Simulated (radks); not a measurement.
Question: The mean radii <r> (bohr) of the occupied orbitals of an atom or ion are listed with their occupations. Calculated with a radial shooting solver on a logarithmic mesh with Libxc functionals: Dirac Kohn-Sham, PBE, spin-unpolarised, spherical densities, finite nucleus; Fermi nuclear charge, rms radius of each element as measured or else 0.836 A^(1/3) + 0.57 fm.

| orbital | occ. | <r> |
|---|---|---|
| 1s1/2 | 1 | 0.04769 |

Name the element and its charge. Open shells, if any, fill j = l - 1/2 first.

Answer: Z = 31, gallium, charge +30: Ga30+ in 1s1. The 1s radius gives Z: for a bare nucleus <r> = (2 gamma + 1)/(2Z) with gamma = sqrt(1 - (Z/c)^2), 0.04755 bohr for Z = 31, and the self-interaction of the functional makes it slightly larger (0.04769 here). The occupations add up to 1, and the charge is Z minus that.
